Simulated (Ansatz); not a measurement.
`C[N](C)[Ga]([F])[Br]` + H–F → `[F][Ga]([F])[Br]` + dimethylamine  (ligand exchange at a Ga–N bond)

Isolated molecules relaxed with PBE0-D4/def2-TZVP in Ansatz; ΔE leaves out vibrations. CCSD(T)/CBS adds triple-zeta CCSD(T) − MP2 to the extrapolated MP2 energy (def2 sets, frozen cores). This one scheme is used for every species. DFT in def2-TZVPP. HSE06 is defined as in plane-wave codes. For Br, Ga outer-core shells are correlated without core-valence functions, which leaves a few kJ/mol of doubt a bond. Scalar relativity is left out up to krypton. One conformer a species, not always the lowest.

```json
{"level": "B97M-V", "ΔE (kcal/mol)": "-9.6"}
{"level": "r2SCANh-D4", "ΔE (kcal/mol)": "-7.2"}
{"level": "HSE06-D4", "ΔE (kcal/mol)": "-5.8"}
{"level": "r2SCAN", "ΔE (kcal/mol)": "-8.1"}
{"level": "CAM-B3LYP", "ΔE (kcal/mol)": "-9.3"}
{"level": "CCSD/def2-TZVPP", "ΔE (kcal/mol)": "-5.9"}
{"level": "SCS-MP2/def2-QZVPP", "ΔE (kcal/mol)": "-5.2"}
{"level": "CCSD/CBS(def2)", "ΔE (kcal/mol)": "-4.3"}
```

Problem. What does CCSD(T)/CBS give? (Best estimate.)

Solution. The calculation gave: -3.4 kcal/mol. The listed levels differ from it by -6.2, -3.8, -2.4, -4.7, -5.9, -2.5, -1.8, -0.9 kcal/mol.

Largest T1 diagnostic among the species: 0.012.

At CCSD(T), def2-SVP lies −4.5 kcal/mol from the extrapolated value and def2-TZVPP −1.6 kcal/mol. Leaving LDA and LC-ωPBE aside and taking each functional with its dispersion term where it has one, the values spread over 3.8 kcal/mol, from B97M-V to PBE0-D4. LDA lies +4.8 kcal/mol from PBE without D4.
